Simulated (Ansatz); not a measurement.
Correlation energies of CH4ClNOSi, SMILES `O/C(Cl)=N/[SiH3]` by basis set

Z-matrix (Å, degrees):
```
Si
N 1 1.734
H 1 1.481 2 107.3
H 1 1.486 2 110.7 3 -119.4
H 1 1.486 2 110.4 3 119.2
C 2 1.242 1 128.5 3 177.9
Cl 6 1.749 2 126.2 1 -0.0
O 6 1.331 2 125.3 1 179.9
H 8 0.968 6 105.9 2 0.0
```

Charge 0, multiplicity 1. Geometry: relaxed with PBE0-D4/def2-TZVP. It is one conformer, not always the lowest. Frozen core, restricted reference, the Gaussian-basis code of Ansatz. CBS rows extrapolate triple and quadruple zeta; past MP2 they add the triple-zeta difference.

```
     basis     HF (Eh)  MP2 corr.
  def2-SVP  -917.58130   -0.70977
def2-TZVPP  -918.04905   -0.90744
def2-QZVPP  -918.07856   -0.97995
```

**Question.** Estimate the CCSD correlation energy and the (T) correction in each basis where they were run (hartree).

**Answer.** 
```json
{"basis": "def2-SVP", "CCSD corr.": "-0.75012", "(T)": "-0.02332"}
{"basis": "def2-TZVPP", "CCSD corr.": "-0.94339", "(T)": "-0.04185"}
{"basis": "CBS(def2)", "CCSD corr.": "-1.06961", "(T)": "as TZ"}
```
